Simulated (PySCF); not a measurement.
# Zirconium: a sound run and one with changed settings

Sound run: Zr⁺ [Kr] 4d2 5s1, Zr²⁺ [Kr] 4d2. Computed with PySCF 2.14 in def2-SVP with the def2 core potential (28 electrons) (5s3p2d1f, 31 functions), with scalar relativity through the core potential. The sound run starts from symmetry-adapted Hartree-Fock orbitals and uses a fine grid where one is needed.

Changed run: 6 angular points. This setting is unsound on purpose.

```
species  method  sound run (hartree)  changed run (hartree)  converged
    Zr⁺     UHF            -46.24087              -46.24087        yes
    Zr⁺    TPSS            -46.63917              -48.54001        yes
    Zr⁺    BP86            -46.70039              -48.40000        yes
   Zr²⁺     UHF            -45.78885              -45.78885        yes
   Zr²⁺    TPSS            -46.15665              -47.94641        yes
   Zr²⁺    BP86            -46.20403              -47.80139        yes
```

Ionisation energy of Zr⁺:

```csv
method,sound run (eV),changed run (eV)
UHF,12.300,12.300
```

A coarse angular grid integrates products of high-l functions wrongly, so density functionals can shift, and the SCF can exploit the error; Hartree-Fock and MP2 need no grid.

For comparison, NIST gives 13.13 eV between the lowest levels.
